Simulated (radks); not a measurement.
Ce3+, configuration [Xe] 4f1.

Method: scalar-relativistic Kohn-Sham, LDA (Slater exchange, VWN5 correlation), spin-polarised, spherical densities, finite nucleus; open shells are filled with parallel spins first (spin-orbit coupling, left out, can overturn this in heavy ions); Fermi nuclear charge, rms radius 4.8771 fm; computed with a radial shooting solver on a logarithmic mesh with Libxc functionals.

Energy parts (eV):
| part | energy |
|---|---|
| total | -240879.04 |
| kinetic | 255224.18 |
| electron-nucleus | -582338.60 |
| Hartree | 91731.58 |
| exchange-correlation | -5496.20 |

Orbitals (lengths in bohr, moments of r in powers of bohr):
orbital  occ.  eigenvalue (eV)      <r^4>
1s up       1        -40248.90  1.780e-06
1s down     1        -40248.90  1.780e-06
2s up       1        -6465.700  0.0002938
2s down     1        -6465.694  0.0002938
2p up       3        -5796.580  0.0002148
2p down     3        -5796.576  0.0002148
3s up       1        -1410.534    0.01197
3s down     1        -1410.262    0.01197
3p up       3        -1197.644    0.01249
3p down     3        -1197.375    0.01249
3d up       5        -894.2482    0.01037
3d down     5        -894.0349    0.01036
4s up       1        -304.1814     0.3064
4s down     1        -303.4397     0.3064
4p up       3        -234.6112     0.4021
4p down     3        -233.8650     0.4021
4d up       5        -134.4089     0.6719
4d down     5        -133.6634     0.6729
4f up       1         -29.3018      4.896
4f down     0         -28.6416      5.123
5s up       1         -64.1273      9.183
5s down     1         -63.6655      9.286
5p up       3         -46.2754      16.15
5p down     3         -45.9115      16.39
5d up       0         -23.8957      58.91
5d down     0         -23.7039      60.19
6s up       0         -20.7292      213.0
6s down     0         -20.6380      215.6

The highest occupied level is 4f up at -29.302 eV. The spin density at the nucleus is -0.095 e/bohr^3 (1s 0.002, 2s -0.085, 3s -1.233, 4s -0.199, 5s 1.420). Summed over all electrons, <r^2> = 38.34 bohr^2, which gives a Langevin (diamagnetic) susceptibility term of -30.4 x 10^-6 cm^3/mol. For comparison, the ionisation energy in NIST's Atomic Spectra Database is 36.91 eV (semi-empirical). In exact Kohn-Sham theory the highest level is minus the ionisation energy, but local and semilocal functionals leave it too shallow, through self-interaction and a potential that decays too fast; potentials with the right tail come closer.
